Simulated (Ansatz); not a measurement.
Worked example: BH(CH3)F + Cd(CH3)(NH2) → BH(CH3)(NH2) + Cd(CH3)F

Species: BH(CH3)F, singlet; Cd(CH3)(NH2), singlet; BH(CH3)(NH2), singlet; Cd(CH3)F, singlet. The partners trade F for NH2: B–F and Cd–NH2 bonds give way to B–NH2 and Cd–F.

Shapes, held fixed at every level: PBE0-D4/def2-TZVP. Programs: Ansatz 0.2.0. Electronic energies: no zero-point or thermal term.

At CCSD(T)/def2-TZVPP; 1 Eh = 2625.50 kJ/mol:

```
     species  energy (Eh)
    BH(CH3)F  -165.020949
Cd(CH3)(NH2)  -263.265209
BH(CH3)(NH2)  -121.148095
    Cd(CH3)F  -307.155765
```

Question: Work out ΔE of the reaction at this level.

Answer: 
1. Products less reactants: (-121.148095) + (-307.155765) − [(-165.020949) + (-263.265209)] = -0.017702 Eh = -46.5 kJ/mol.

Other levels give -60.4 (PBE-D4/def2-TZVPP) to -42.1 kJ/mol (MP2/def2-TZVPP). No measured value is set beside it here. For atoms past krypton def2 sets carry core potentials with scalar relativity. Outer-core shells of Cd are correlated in most correlated rows, in sets that cover them unevenly. The median of the other levels is -55.9 kJ/mol.
